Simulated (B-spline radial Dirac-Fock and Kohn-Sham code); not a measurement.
Two-hole binding energies of Sm⁵⁺

System: Sm⁵⁺, [Xe] 4f3.

Model: multi-electron Dirac-Fock with separately optimised hole states, Breit and Lamb-shift corrections added in first order. Program: an atomic code on a B-spline grid. U is the two-hole binding energy less the two single-hole energies, the effective repulsion of the holes after relaxation. Each two-hole energy is an average over J within one jj subconfiguration.

```tsv
holes	E(a) (eV)	E(b) (eV)	E(ab) (eV)	U (eV)
1s⁻¹ 3p3/2⁻¹	46917.3	1513.1	48520.4	90.0
1s⁻¹ 3d5/2⁻¹	46917.3	1171.1	48172.0	83.5
2s⁻²	7829.6	7829.6	15839.2	180.1
2p1/2⁻²	7399.2	7399.2	15024.7	226.3
2s⁻¹ 2p3/2⁻¹	7829.6	6803.8	14796.4	163.1
2s⁻¹ 3d3/2⁻¹	7829.6	1197.0	9111.2	84.6
2p1/2⁻¹ 3d3/2⁻¹	7399.2	1197.0	8679.2	83.0
2p1/2⁻¹ 3d5/2⁻¹	7399.2	1171.1	?	?
2p3/2⁻¹ 3p1/2⁻¹	6803.8	1635.8	8522.1	82.6
2p3/2⁻¹ 3d3/2⁻¹	6803.8	1197.0	8087.0	86.3
3p1/2⁻²	1635.8	1635.8	3336.2	64.6
3p3/2⁻²	1513.1	1513.1	3084.3	58.1
3d3/2⁻¹ 3d5/2⁻¹	1197.0	1171.1	2435.0	66.9
5p1/2⁻¹ 5p3/2⁻¹	90.54	85.67	191.1	14.8
```

Question: Give the missing two-hole energy and U.

Answer: E(ab) = 8655.4 eV and U = 85.1 eV.

Run: 71 s of CPU time on 1 thread of Neoverse-N1 (shared host), peak memory 0.53 GiB.

Values without a named source are computed, but for edge energies of neutral atoms, which are taken from tables.
